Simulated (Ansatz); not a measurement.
Calculated with Ansatz (gas phase, PBE0-D4/def2-TZVP geometries, no zero-point term in ΔE). CCSD(T)/CBS is the MP2 limit (def2-TZVPP, def2-QZVPP) plus CCSD(T) − MP2 in def2-TZVPP, frozen cores. Functionals use def2-TZVPP. B3LYP here is the variant with VWN-RPA as its local correlation; programs differ in this. Each species was taken in one conformer, which may not be the lowest.

Reaction (redistribution): `C=C[SiH2][SiH3]` + `[AlH2][C@H]1C[Si@@H]1S` → `C=C[SiH2][SiH2]S` + `[AlH2][CH]1C[SiH2]1`

`C=C[SiH2][SiH3]`:

Cartesian coordinates in Å:
```
C -0.798 -1.988 0.955
C 0.227 -1.189 0.673
Si 0.326 -0.150 -0.869
Si 0.237 2.129 -0.331
H -1.640 -2.099 0.278
H -0.841 -2.569 1.872
H 1.041 -1.122 1.395
H 1.603 -0.412 -1.592
H -0.811 -0.505 -1.762
H -1.058 2.456 0.326
H 1.339 2.477 0.607
H 0.376 2.971 -1.551
```

`[AlH2][C@H]1C[Si@@H]1S`:

Z-matrix (Å, degrees):
```
C
C 1 1.541
Si 1 1.876 2 64.0
Al 1 1.914 2 127.2 3 93.2
H 1 1.090 2 114.5 3 -102.4
H 2 1.086 1 116.7 3 -112.0
H 2 1.086 1 115.8 3 110.8
S 3 2.117 1 116.4 2 -110.1
H 3 1.480 1 118.8 2 105.0
H 4 1.586 1 118.9 2 179.8
H 4 1.589 1 119.1 2 -5.0
H 8 1.345 3 95.3 1 149.6
```

`C=C[SiH2][SiH2]S`:

Cartesian coordinates in Å:
```
C -1.092 1.377 1.348
C -1.255 0.243 0.671
Si 0.036 -1.097 0.589
Si 1.116 -0.881 -1.478
S 1.767 1.156 -1.642
H -0.200 1.566 1.940
H -1.843 2.162 1.350
H -2.173 0.114 0.098
H -0.587 -2.443 0.729
H 1.029 -0.889 1.677
H 0.211 -1.261 -2.599
H 2.350 -1.703 -1.584
H 0.641 1.655 -1.099
```

`[AlH2][CH]1C[SiH2]1`:

```xyz
11

Al   -1.637   -0.507    0.797
C    -0.039    0.509    0.537
C     1.384   -0.020    0.332
Si    0.484    0.217   -1.256
H    -1.571   -2.093    0.728
H    -3.013    0.267    0.961
H    -0.104    1.577    0.745
H     1.583   -1.033    0.667
H     2.189    0.669    0.569
H     0.770    1.383   -2.115
H    -0.046   -0.968   -1.964
```

```json
{"level": "r2SCAN-D4", "ΔE (kcal/mol)": "0.0", "difference from CCSD(T)/CBS": "0.4"}
{"level": "PBE0-D4", "ΔE (kcal/mol)": "-0.2", "difference from CCSD(T)/CBS": "0.2"}
{"level": "B3LYP-D4", "ΔE (kcal/mol)": "-0.2", "difference from CCSD(T)/CBS": "0.2"}
{"level": "PBE", "ΔE (kcal/mol)": "0.3", "difference from CCSD(T)/CBS": "0.7"}
{"level": "HF/def2-TZVPP", "ΔE (kcal/mol)": "1.0", "difference from CCSD(T)/CBS": "1.4"}
{"level": "MP2/def2-TZVPP", "ΔE (kcal/mol)": "-0.1", "difference from CCSD(T)/CBS": "0.3"}
{"level": "CCSD/def2-TZVPP", "ΔE (kcal/mol)": "0.3", "difference from CCSD(T)/CBS": "0.7"}
{"level": "CCSD(T)/def2-TZVPP", "ΔE (kcal/mol)": "0.1", "difference from CCSD(T)/CBS": "0.5"}
{"level": "HF/def2-QZVPP", "ΔE (kcal/mol)": "1.0", "difference from CCSD(T)/CBS": "1.4"}
{"level": "HF/CBS(def2)", "ΔE (kcal/mol)": "1.0", "difference from CCSD(T)/CBS": "1.4"}
{"level": "CCSD(T)/CBS", "ΔE (kcal/mol)": "-0.4", "difference from CCSD(T)/CBS": "0"}
```

Largest T1 diagnostic among the species: 0.013.

The D4 term adds −0.9 kcal/mol with B3LYP and −0.5 kcal/mol with PBE0; it sums over pairs of atoms, weighted by their polarisabilities, and B3LYP, whose exchange is more repulsive, gets the larger term. In def2-TZVPP, CCSD(T) changes the Hartree–Fock value by −0.8 kcal/mol (the triples alone add −0.1 kcal/mol) and MP2 by −1.1 kcal/mol.
